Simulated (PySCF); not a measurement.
Species: C3H5ClO2Si2.
Structure used (GFN2-xTB), in Å, numbered top down from 1:
```xyz
13
C3H5ClO2Si2 angstrom
C     -1.1436    1.6783   -0.7442
C     -0.7417    0.4824   -0.3497
Si    -1.5033   -1.0601    0.4771
O      0.0400   -1.6997    0.4044
Si     0.8887   -0.5031   -0.3716
Cl     1.5703   -1.1464   -2.1302
C      2.3073    0.0896    0.7711
O      3.2800    0.6820    0.3858
H     -2.1670    2.0019   -0.6226
H     -0.4763    2.3906   -1.2070
H     -1.8697   -0.9348    1.8770
H     -2.3754   -1.8623   -0.3627
H      2.1863   -0.1180    1.8549
```

NICS = −σ at a ghost point: NICS(0) at the centroid of the ring atoms, NICS(1) 1 Å to either side along the normal of their mean plane, zz for the tensor component along that normal. Level: GIAO PBE0/pcSseg-1 (PySCF, non-relativistic, gas phase) on the GFN2-xTB geometry, one conformer.

Ring bond lengths (Å), with Mayer bond orders in brackets: C2–Si3 1.909 (0.90), Si3–O4 1.672 (0.92), O4–Si5 1.660 (0.96), Si5–C2 1.905 (0.84).

Problem. What do the NICS probes read (ppm)?

Solution. 
| ring | type | NICS(0) | NICS(1), two faces | NICS(1)zz, two faces | rms pucker (Å) | centre to ring atoms, mean (Å) |
| --- | --- | --- | --- | --- | --- | --- |
| C2–Si3–O4–Si5 | 4-membered ring with O and 2 Si; formal bonds all single | -1.8 | -1.6 / -1.4 | 1.3 / -0.7 | 0.02 | 1.26 |

Problem. What can be read from them?

Solution. 
- C2–Si3–O4–Si5: mean NICS(1)zz 0.3 ppm, near zero. Si3, Si5 have four or more neighbours, and the NICS criterion for π rings isn't applied.

Problem. At the first NICS(1) probe listed for ring C2–Si3–O4–Si5, 1 Å off the ring, what do the in-plane components average?

Solution. The isotropic value is a third of the trace: (3 × -1.6 − (1.3))/2 = -3.1 ppm.

Problem. List the ring angles and the Hirshfeld charges of the ring atoms.

Solution. 
- C2–Si3–O4–Si5: C2 85.9° (-0.190 e), Si3 85.5° (+0.409 e), O4 102.5° (-0.337 e), Si5 86.0° (+0.406 e); sum 359.9° against 360° for a flat convex ring.

Problem. What are the shieldings of the ring atoms and their hydrogens in the same run (means over atoms taken as equivalent)?

Solution. 
```tsv
atoms	environment	σ isotropic (ppm)	principal values of the symmetric part, first atom (ppm)
C2	fully substituted alkene carbon	18.2	-52.4, 4.1, 102.9
Si3	oxygen-bound silicon	356.7	318.8, 328.9, 422.5
O4	siloxane oxygen	240.1	151.6, 275.8, 293.1
Si5	chlorine-bound silicon	378.0	310.1, 369.4, 454.5
H11	Si–H hydrogen	26.01	22.8, 24.2, 31.1
H12	Si–H hydrogen	25.99	23.0, 24.1, 30.9
```

Hardware: one thread, Intel Xeon (x86_64), shared host. Cost: 44 s (with the writing of density and orbital grids), 0.82 GiB resident at most. This is the whole shielding run at PBE0/pcSseg-1, SCF included.
